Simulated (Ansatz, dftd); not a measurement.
System: SF2, charge 0, singlet. SF2 (fluoro thiohypofluorite, SMILES FSF).
B3LYP-D3(BJ)/def2-TZVP minimum from Ansatz (a first-principles code):
```xyz
3

F     -1.2130    -0.5047     0.0161
S     -0.0057     0.5532     0.0075
F      1.2232    -0.4788    -0.0294
```
Charge 0, spin multiplicity 1.

Wanted: atomisation energy (electronic, to ground-state atoms), in kJ/mol. Open shells are spin-unrestricted; no spin-orbit coupling. Correlated methods leave the cores frozen. Rows without X2C or -DK are non-relativistic. CBS(X,Y): correlation extrapolated as X^-3, Hartree-Fock from the larger set (Q,5: extrapolated as (X+1)exp(-9√X)). A bracket is a step between two methods taken in the basis named. Functionals run without relativity, which enters their misses. Double hybrids freeze cores in their MP2 part. '+ core + X2C': CCSD(T) terms for core correlation (cc-pwCVTZ, 1s frozen past Ne) and scalar relativity (cc-pVTZ-DK).

Compared with CCSD(T)/CBS(cc-pV(Q+d)Z,cc-pV(5+d)Z) + [CCSDT(Q) - CCSD(T)]/cc-pV(T+d)Z + core + X2C (Ansatz): 740.6 kJ/mol.

Costs are rough ratios of core time, to one figure, on one kind of shared machine, summed over the single points of the molecules; atoms, geometries and frequencies are left out. The first row took roughly 1 core seconds; short runs hold start-up time.

| level | program | cost relative to the first row |
|---|---|---|
| PBE-D4/def2-TZVPD | Ansatz + dftd4 | 1 |
| CAM-B3LYP-D4/def2-TZVPD | Ansatz + dftd4 | 2 |
| B2GP-PLYP-D3(BJ)/def2-TZVPD | Ansatz + dftd3 | 3 |
| CCSD(T)/cc-pV(Q+d)Z | Ansatz | 10 |
| CCSDT(Q)/cc-pV(D+d)Z | Ansatz | 20 |
| CCSD(T)/CBS(cc-pV(T+d)Z,cc-pV(Q+d)Z) + core + X2C | Ansatz | 50 |
| CCSDT(Q)/cc-pV(T+d)Z | Ansatz | 300 |

Problem. Which is the cheapest listed level within 1 kcal/mol (4.2 kJ/mol) of that value?

Solution. CAM-B3LYP-D4/def2-TZVPD.
```csv
level,difference (kJ/mol)
PBE-D4/def2-TZVPD,64.2
CAM-B3LYP-D4/def2-TZVPD,-2.1
B2GP-PLYP-D3(BJ)/def2-TZVPD,-28.8
CCSD(T)/cc-pV(Q+d)Z,-24.5
CCSDT(Q)/cc-pV(D+d)Z,-172.8
"CCSD(T)/CBS(cc-pV(T+d)Z,cc-pV(Q+d)Z) + core + X2C",-6.3
CCSDT(Q)/cc-pV(T+d)Z,-59.0
```
